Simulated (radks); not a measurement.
The numbers below are computed, except where a source is named.
Mo20+, 22 electrons, occupied as [Ar] 3d4. Level of theory: Dirac Kohn-Sham, LB94 model potential, spin-unpolarised, spherical densities, finite nucleus; open shells fill j = l - 1/2 first; Fermi nuclear charge, rms radius 4.4091 fm (a radial shooting solver on a logarithmic mesh with Libxc functionals).

X-ray form factor f0, the Fourier transform of the density (f0(0) = 22):

sin(theta)/lambda (1/angstrom)  f0 (electrons)
0.05                                    21.959
0.1                                     21.835
0.15                                    21.631
0.2                                     21.351
0.25                                    20.998
0.3                                     20.579
0.4                                     19.570
0.5                                     18.382
0.6                                     17.082
0.8                                     14.396
1                                       11.925
1.25                                     9.477
1.5                                      7.793
2                                        5.974
